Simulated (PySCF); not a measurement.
HAuO at several levels of theory

All levels use the PBE0 minimum (triplet; Au–H 1.584 Å, Au–O 1.905 Å; H–Au–O 155.0°), basis [Au def2-TZVP with ECP60, O def2-TZVP, H def2-TZVP], scalar-relativistic core potentials, density fitting, no spin–orbit coupling, PySCF. For vertical energies the ionised species is a doublet (spins chosen at PBE0 and kept) and the electron-attached one a doublet. Atomisation goes to high-spin ground-configuration atoms, without zero-point energy. Open shells are unrestricted, also as the reference of the correlated levels. A dash marks a value that was not computed or is not defined at that level.

| level | atomisation (kJ/mol) | vertical IP (eV) | vertical EA (eV) | −ε(HOMO) (eV) | dipole (D) |
| --- | --- | --- | --- | --- | --- |
| PBE0 | 420 | 10.80 | 2.81 | 8.58 | 0.70 |
| HF | 131 | 8.91 | 1.91 | 10.06 | 2.58 |
| MP2 | 367 | 10.74 | 3.17 | – | – |
| PBE | 497 | 11.02 | 2.75 | 7.50 | 0.84 |
| CCSD(T) | 408 | – | – | – | – |
| r2SCAN | 487 | 11.00 | 2.73 | 7.79 | 0.75 |
| B3LYP | 431 | 10.99 | 2.89 | 8.45 | 0.74 |
| TPSSh | 457 | 10.83 | – | 7.96 | 0.70 |

For HAuO itself CCSD(T) correlates 26 electrons; T1 = 0.053, D1 = 0.306, (T) = -57 kJ/mol. T1 is large, so the single-reference value is itself in doubt.

Q: Which levels differ least and most from CCSD(T) in the atomisation?

A: Least: PBE0 (+12 kJ/mol); most: HF (-277 kJ/mol). CCSD(T) atomisation energies in a triple-zeta basis lie tens of kJ/mol low, so this is no ranking by accuracy.

Spin contamination in at least one species weakens the values at: PBE0, HF, MP2, PBE, CCSD(T), r2SCAN, B3LYP, TPSSh.

Without diffuse functions attachment energies tend to come out too low.

Other spin states or occupations of the open shell can lie lower. Spin–orbit coupling, left out here, can matter for elements this heavy.
